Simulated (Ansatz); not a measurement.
System: H₂BSO, charge 0, doublet. H2BSO (SMILES OB[S], doublet).
B3LYP-D3(BJ)/def2-TZVP minimum from Ansatz (a first-principles code):
```
B
O 1 1.3564
H 2 0.9634 1 115.41
H 1 1.1960 2 118.26 3 -180.00
S 1 1.7914 4 114.88 2 -180.00
```
Charge 0, spin multiplicity 2.

Total energies in cc-pV(D+d)Z, 17 correlated electrons, 7 frozen orbitals. Radicals and triplets start from unrestricted determinants; spin-orbit coupling is neglected. Correlated methods leave the cores frozen. No relativity.

```tsv
method	program	energy (Eh)	minus CCSDT(Q) (mEh)
HF	Ansatz	-498.30836	422.16
MP2	Ansatz	-498.68591	44.61
CCSD	Ansatz	-498.71769	12.83
CCSD(T)	Ansatz	-498.72856	1.96
CCSDT(Q)	Ansatz	-498.73052	0.00
```

Rough core times of Ansatz's runs on a shared machine: CCSD(T) under 20 s, CCSDT(Q) 5 min.
